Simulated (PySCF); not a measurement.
F4GeH2Si.
Numbering: `[F:1][SiH2:2][Ge:3]([F:4])([F:5])[F:6]` (hydrogens: H7, H8 on Si2)

Computed with PBE0-D3(BJ)/def2-SVP geometry optimisation, gas phase in PySCF 2.14.0.

Task: What internal coordinates does the optimisation give?

Result: 
```json
{"bond": "F1–Si2", "length (pm)": "162.0", "order": "single"}
{"bond": "Si2–Ge3", "length (pm)": "238.5", "order": "single"}
{"bond": "Ge3–F4, Ge3–F5, Ge3–F6", "length (pm)": "172.3", "order": "single"}
{"bond": "Si2–H7, Si2–H8", "length (pm)": "148.4", "order": "single"}
```

Bonds in one row agree within 1 pm and their mean is given. Orders are formal, as drawn. A selection of angles:
```json
{"angle": "F1–Si2–Ge3", "degrees": "106.7"}
{"angle": "F1–Si2–H7", "degrees": "110.0"}
{"angle": "Ge3–Si2–H7", "degrees": "108.7"}
{"angle": "Ge3–Si2–H8", "degrees": "108.3"}
{"angle": "H7–Si2–H8", "degrees": "112.8"}
{"angle": "Si2–Ge3–F4", "degrees": "115.2"}
{"angle": "Si2–Ge3–F5", "degrees": "114.4"}
{"angle": "Si2–Ge3–F6", "degrees": "110.6"}
{"angle": "F4–Ge3–F5", "degrees": "105.2"}
```

Torsions: F1–Si2–Ge3–F4 -60° (synclinal).

All 3 F–Ge bonds measure 1.722 to 1.725 Å. Si2 (fluorine-bound silicon) is tetrahedral (angles from 106.7° to 112.8°). Ge3 (germanium bonded to 3 F and Si) is distorted tetrahedral (angles from 105.2° to 115.2°).

Point group: Cs (every atom within 0.08 Å of its image). Whether it is a minimum is left open (no frequencies).
